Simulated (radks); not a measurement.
Values are calculated unless marked as measured or tabulated.
Q: Orbital eigenvalues (eV) of the gallium ion Ga4+, [Ar] 3d9, of relativity; Dirac values are averaged over j with weights 2j + 1. Spin-unpolarised spherical Kohn-Sham, BLYP, point nucleus unless stated (finite: rms radius 3.9973 fm), a radial shooting solver on a logarithmic mesh with Libxc functionals. A level marked "c x" has the speed of light scaled by that factor and shares open shells by 2j + 1; other Dirac levels either fill j = l - 1/2 first or share by 2j + 1.

| shell | non-rel. |
|---|---|
| 1s | -10154 |
| 2s | -1291.9 |
| 2p | -1151.6 |
| 3s | -200.72 |
| 3p | -155.04 |
| 3d | -76.147 |
| 4s (empty) | -50.729 |
| 4p (empty) | -40.539 |

Give the values at the level "Dirac, low j first".

A: 
shell       Dirac, low j first  change of magnitude (%)
1s                      -10290                    +1.34
2s                     -1321.7                    +2.31
2p                     -1158.6                    +0.61
3s                     -205.74                    +2.50
3p                     -156.35                    +0.85
3d                     -75.645                    -0.66
4s (empty)             -51.433                    +1.39
4p (empty)             -40.726                    +0.46
